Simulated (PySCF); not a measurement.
**YbN: from constants to spectrum**

ROHF constants of YbN, doublet, about 14.0 electrons in the 4f shell (Mulliken) (PySCF, spin-free X2C with a Gaussian nucleus, basis sets Yb x2c-SVPall, N x2c-SVPall; masses 173.9389 and 14.0031 u):

```
ωe              : 466.3 cm⁻¹
ωexe            : 12.4 cm⁻¹
Be              : 0.29663 cm⁻¹
αe              : 0.00514 cm⁻¹
D (centrifugal) : 4.8e-07 cm⁻¹
```

Question: Give the vibrational terms G(v) and spacings up to v = 3.

Answer: G(v) = ωe(v+½) − ωexe(v+½)².

```json
{"v": "0", "G(v) (cm⁻¹)": "230", "G(v) − G(v−1)": "", "Bv (cm⁻¹)": "0.2941"}
{"v": "1", "G(v) (cm⁻¹)": "672", "G(v) − G(v−1)": "442", "Bv (cm⁻¹)": "0.2889"}
{"v": "2", "G(v) (cm⁻¹)": "1088", "G(v) − G(v−1)": "417", "Bv (cm⁻¹)": "0.2838"}
{"v": "3", "G(v) (cm⁻¹)": "1480", "G(v) − G(v−1)": "392", "Bv (cm⁻¹)": "0.2786"}
```

A state of this spin cannot dissociate to the ground-state fragments, so its own limit lies higher than the one that De refers to.

Spin–orbit coupling is left out, which matters for elements this heavy, above all for dissociation energies. UHF is strongly spin-contaminated for YbN, so the ROHF reference used there is far from stable. Hartree–Fock leaves out correlation, which carries a large part of most bond energies and some tenths to 1 eV of ionisation energies. With d or f electrons several states lie close, and the lowest PBE0 determinant need not be the measured ground state.
